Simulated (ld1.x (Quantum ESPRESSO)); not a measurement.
**An all-electron radial function and its pseudo partner (vanadium)**

Columns: radius, all-electron u(r) and pseudo u(r) of the 3d shell (level -6.50 eV) of vanadium in the configuration [Ne] 3s2 3p6 3d3 4s1 4p1; PBE, scalar-relativistic, TM scheme, ld1.x (Quantum ESPRESSO) 7.5.

```csv
r (bohr),all-electron,pseudo
0.118,0.0584,0.0056
0.235,0.2337,0.0418
0.353,0.4337,0.1294
0.470,0.5984,0.2690
0.588,0.7160,0.4458
0.705,0.7861,0.6264
0.822,0.8174,0.7799
0.940,0.8200,0.8831
1.058,0.8029,0.9260
1.175,0.7735,0.9154
1.292,0.7369,0.8674
1.410,0.6961,0.7986
1.528,0.6539,0.7242
1.645,0.6121,0.6545
1.763,0.5711,0.5927
1.880,0.5320,0.5411
1.998,0.4946,0.4974
2.115,0.4597,0.4602
2.232,0.4269,0.4270
2.350,0.3962,0.3962
2.468,0.3675,0.3675
2.585,0.3411,0.3411
2.702,0.3166,0.3166
2.820,0.2936,0.2936
2.938,0.2722,0.2722
3.055,0.2526,0.2526
```

Problem. How many radial nodes do the two functions have?

Solution. The all-electron 3d function has n − l − 1 = 0; the pseudo-wave has 0.

Problem. At about which radius was the pseudo-wave matched?

Solution. 2.35 bohr. The columns agree to 0.0005 from 2.23 bohr on; several derivatives are matched, so the curves merge somewhat inside the radius.

Problem. Is the pseudo-wave norm-conserving?

Solution. Yes: the TM scheme keeps the norm inside the radius equal to the all-electron one, which fixes the energy derivative of the logarithmic derivative at the level.
